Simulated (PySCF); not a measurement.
A survey of ²⁹Si NMR shifts

Method: GFN2-xTB geometry, shieldings: GIAO PBE0/pcSseg-1, in PySCF 2.14 (rapidly exchanging positions averaged, gas phase, no relativistic terms, a single conformation).

Shieldings were converted by a linear fit to measured shifts: ²⁹Si: δ = 279.94 − 0.822σ (rms 8.9 ppm, 72 shifts, 25.8 ppm with the 6 outliers that the fit left out vs TMS, solution or neat liquid). Occasional misses reach two or three times the rms, and more in compound classes unlike the fitted ones.

Question: Give the ²⁹Si shifts of `CC(C)(C=O)[SiH2][SiH2]S`, `Cc1cpcnc1[SiH3]`, `COC[Si@H]1N[SiH2]C[SiH2]1`, `[SiH3][SiH2]C[SiH2]N([SiH3])[SiH2]Cl`, `C=C[P@](=C)(C)C[SiH3]`, `[SiH3]N([SiH3])C[SiH2][Si@H]([SiH3])Cl`.

Answer: 
```json
{"compound": "[CH3:1][C:2]([CH3:3])([CH:4]=[O:5])[SiH2:6][SiH2:7][SH:8]", "environment": "Si6: silicon bonded to C, Si, 2 H", "δ (ppm)": "-31.0"}
{"compound": "[CH3:1][C:2]([CH3:3])([CH:4]=[O:5])[SiH2:6][SiH2:7][SH:8]", "environment": "Si7: silicon bonded to S, Si, 2 H", "δ (ppm)": "-69.1"}
{"compound": "Cc1cpcnc1[SiH3]", "environment": "silicon bonded to C, 3 H", "δ (ppm)": "-64.7"}
{"compound": "[CH3:1][O:2][CH2:3][Si@H:4]1[NH:5][SiH2:6][CH2:7][SiH2:8]1", "environment": "Si4: silicon bonded to C, N, Si, H, in a 5-membered ring", "δ (ppm)": "-21.9"}
{"compound": "[CH3:1][O:2][CH2:3][Si@H:4]1[NH:5][SiH2:6][CH2:7][SiH2:8]1", "environment": "Si6: silicon bonded to C, N, 2 H, in a 5-membered ring", "δ (ppm)": "-23.2"}
{"compound": "[CH3:1][O:2][CH2:3][Si@H:4]1[NH:5][SiH2:6][CH2:7][SiH2:8]1", "environment": "Si8: silicon bonded to C, Si, 2 H, in a 5-membered ring", "δ (ppm)": "-70.8"}
{"compound": "[SiH3:1][SiH2:2][CH2:3][SiH2:4][N:5]([SiH3:6])[SiH2:7][Cl:8]", "environment": "Si7: silicon bonded to Cl, N, 2 H", "δ (ppm)": "-24.8"}
{"compound": "[SiH3:1][SiH2:2][CH2:3][SiH2:4][N:5]([SiH3:6])[SiH2:7][Cl:8]", "environment": "Si4: silicon bonded to C, N, 2 H", "δ (ppm)": "-25.4"}
{"compound": "[SiH3:1][SiH2:2][CH2:3][SiH2:4][N:5]([SiH3:6])[SiH2:7][Cl:8]", "environment": "Si6: silicon bonded to N, 3 H", "δ (ppm)": "-45.3"}
{"compound": "[SiH3:1][SiH2:2][CH2:3][SiH2:4][N:5]([SiH3:6])[SiH2:7][Cl:8]", "environment": "Si2: silicon bonded to C, Si, 2 H", "δ (ppm)": "-76.6"}
{"compound": "[SiH3:1][SiH2:2][CH2:3][SiH2:4][N:5]([SiH3:6])[SiH2:7][Cl:8]", "environment": "Si1: silicon bonded to Si, 3 H", "δ (ppm)": "-105.6"}
{"compound": "C=C[P@](=C)(C)C[SiH3]", "environment": "silicon bonded to C, 3 H", "δ (ppm)": "-75.1"}
{"compound": "[SiH3:1][N:2]([SiH3:3])[CH2:4][SiH2:5][Si@H:6]([SiH3:7])[Cl:8]", "environment": "Si6: silicon bonded to Cl, 2 Si, H", "δ (ppm)": "-30.3"}
{"compound": "[SiH3:1][N:2]([SiH3:3])[CH2:4][SiH2:5][Si@H:6]([SiH3:7])[Cl:8]", "environment": "Si1/3: silicon bonded to N, 3 H (×2)", "δ (ppm)": "-45.1"}
{"compound": "[SiH3:1][N:2]([SiH3:3])[CH2:4][SiH2:5][Si@H:6]([SiH3:7])[Cl:8]", "environment": "Si5: silicon bonded to C, Si, 2 H", "δ (ppm)": "-59.6"}
{"compound": "[SiH3:1][N:2]([SiH3:3])[CH2:4][SiH2:5][Si@H:6]([SiH3:7])[Cl:8]", "environment": "Si7: silicon bonded to Si, 3 H", "δ (ppm)": "-94.3"}
```
